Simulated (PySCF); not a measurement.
Species: C₃H₈ClOSi₂ (doublet state).
Z-matrix (Å and degrees, GFN2-xTB geometry), rows numbered from 1:
```
C 
C   1  1.5242
C   2  1.5394  1  111.31
Si  3  1.9219  2  106.77  1   158.16
Cl  4  2.0291  3  114.23  2    86.48
O   4  1.6469  3   98.36  2   -26.04
Si  6  1.6374  4  119.72  3     9.54
H   1  1.0884  2  110.76  3   -62.63
H   1  1.0880  2  110.24  3   177.68
H   1  1.0897  2  111.03  3    57.60
H   2  1.0972  1  107.62  3  -117.47
H   3  1.0912  2  109.10  1    39.52
H   3  1.0906  2  111.68  1   -78.47
H   7  1.4570  2  113.67  1   -36.77
H   7  1.4557  2  113.42  1    98.06
```

The hyperfine couplings belong to this conformer and change with its torsions.

The species is `C[C@H]1C[Si](Cl)O[SiH2]1` [radical].

Computed with PySCF 2.14.0, UKS B3LYP, pcH-1 on C Cl H O Si, non-relativistic, mean-field spin-orbit, GIAO. Geometry: GFN2-xTB, one conformer, isolated molecule. The geometry wasn't refined by DFT: couplings that depend on bond lengths, twists or pyramidal angles can differ widely from those at the functional's own minimum, by a factor of two or more for some ions and for spin on atoms past the first row. The SCF solution wasn't tested for stability.

(1) What is the g tensor, term by term?

(2) At 34.185 GHz, how far is the centre of the isotropic spectrum from where a free electron (g = 2.002319) resonates?

(3) What are the electron Larmor frequencies g μB B/h along the three axes at 3350 mT?

(4) How much does each term add to the isotropic shift?

(5) In a frozen sample, at which fields do the three g values resonate at 9.5, 34, 94 and 263 GHz (hyperfine left aside), and which band first spreads them over more than twice a line width of 0.3 mT?

Answers

(1) 
```json
{"Δg (ppm)": "relativistic mass correction", "1": "-191", "2": "-191", "3": "-191"}
{"Δg (ppm)": "gauge correction", "1": "87", "2": "25", "3": "111"}
{"Δg (ppm)": "orbital Zeeman/spin–orbit", "1": "-1930", "2": "-680", "3": "3976"}
{"Δg (ppm)": "total", "1": "-2035", "2": "-846", "3": "3896"}
```

So g = 2.00028, 2.00147, 2.00621 and g_iso = 2.00266; the tensor is rhombic: the two nearest values differ by 20 % of g3 − g1. Axes: g3 points within 15° of the Si4–O6 bond.

(2) B = hν/(g μB) with μB/h = 13.99624 MHz/mT gives 1219.81 mT for the free electron and 1219.60 mT at g_iso, 0.21 mT lower.

(3) 93.7882, 93.8439, 94.0662 GHz for g1, g2 and g3, a range of 278.0 MHz.

(4) The orbital-Zeeman/spin–orbit term 455, the mass correction -191 and the gauge correction 74 ppm, for a total of 338 ppm. The orbital-Zeeman/spin–orbit term is the largest in size. The mass correction is the same along every axis, so the anisotropy comes from the other two: their spans along these axes are 85 (gauge) and 5907 ppm (orbital Zeeman/spin–orbit).

(5) 
```json
{"band": "X", "GHz": "9.5", "B(g3) mT": "338.33", "B(g2) mT": "339.13", "B(g1) mT": "339.33", "spread mT": "1.00"}
{"band": "Q", "GHz": "34.0", "B(g3) mT": "1210.85", "B(g2) mT": "1213.72", "B(g1) mT": "1214.44", "spread mT": "3.59"}
{"band": "W", "GHz": "94.0", "B(g3) mT": "3347.64", "B(g2) mT": "3355.57", "B(g1) mT": "3357.57", "spread mT": "9.92"}
{"band": "J", "GHz": "263.0", "B(g3) mT": "9366.27", "B(g2) mT": "9388.46", "B(g1) mT": "9394.04", "spread mT": "27.77"}
```

The spread grows in proportion to the frequency. X band is the first where it exceeds 0.6 mT.

The largest Mulliken spin populations are on Si4 (+0.79), C3 (+0.08) and Cl5 (+0.08). No atom but Si4 exceeds +0.15. The angles at Si4 add up to 319.2°, so it is pyramidal.

The HOMO–LUMO gaps are 5.98 eV among the α and 5.16 eV among the β orbitals.

The run took 2.2 min of wall time (grids of density and orbitals included) on one thread of an AMD EPYC, shared host with 64 logical CPUs at a one-minute load of 60, and the process peaked at 1.0 GiB of memory.
